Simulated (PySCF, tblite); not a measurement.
Isomers of [C8H5O2]- (charge -1), one GFN2-xTB conformer each. Single-point energies are computed at PBE0/pcSseg-1 (PySCF, gas phase, no added dispersion term), electronic only.

Question: Rank them by PBE0/pcSseg-1 energy, lowest first (kcal/mol).
A. `[CH:1]#[C:2][c:3]1[cH:4][c:5]([OH:6])[cH:7][cH:8][c:9]1[O-:10]` (charge -1) with C4–C5–O6–H 0°
B. `[CH:1]#[C:2][c:3]1[cH:4][cH:5][cH:6][c:7]([OH:8])[c:9]1[O-:10]` (charge -1) with C6–C7–O8–H 180°
C. `[CH:1]#[C:2][c:3]1[cH:4][cH:5][c:6]([OH:7])[cH:8][c:9]1[O-:10]` (charge -1) with C5–C6–O7–H 180°

Answer: B (0.0), C (8.3), A (14.9).

GFN2-xTB itself gives, in the same order: 0.0, 4.5, 7.7. Both levels put the same isomer lowest; measured from each level's own lowest isomer, the values differ by up to 7.2 kcal/mol (C#Cc1cc(O)ccc1[O-]: 7.7 against 14.9).

What happens when harmonic zero-point energies from GFN2-xTB frequencies are added?

```tsv
SMILES	ZPE (kcal/mol)	electronic (kcal/mol)	with ZPE (kcal/mol)
C#Cc1cccc(O)c1[O-]	63.2	0.0	0.0
C#Cc1ccc(O)cc1[O-]	63.2	8.3	8.4
C#Cc1cc(O)ccc1[O-]	63.1	14.9	14.7
```

The zero-point energies span 0.1 kcal/mol. The order is unchanged.
